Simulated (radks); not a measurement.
Species: Ar0.5+. Configuration: [Ne] 3s2 3p(up 2.75, down 2.75) (fractional occupations, a model configuration).

Method: non-relativistic Kohn-Sham, TPSS, spin-polarised, spherical densities, point nucleus; meta-GGA in the generalised Kohn-Sham scheme; computed with a radial shooting solver on a logarithmic mesh with Libxc functionals.

Energy parts (eV):
| part | energy |
|---|---|
| total | -14349.270 |
| kinetic | 14332.908 |
| electron-nucleus | -34037.892 |
| Hartree | 6191.733 |
| exchange-correlation | -836.020 |

Orbitals (lengths in bohr, moments of r in powers of bohr):
orbital  occ.  eigenvalue (eV)      <r^4>
1s          2        -3122.832  0.0002553
2s          2        -303.3380    0.07503
2p          6        -237.1261    0.06607
3s          2         -30.5342      8.472
3p        5.5         -16.1494      17.44

The highest occupied level is 3p at -16.149 eV. The density falls to 0.001 e/bohr^3 at r = 3.57 bohr. Virial ratio -V/T = 2.00114. Summed over all electrons, <r^2> = 22.83 bohr^2, which gives a Langevin (diamagnetic) susceptibility term of -18.1 x 10^-6 cm^3/mol. The electron density at the nucleus is 3845 e/bohr^3.
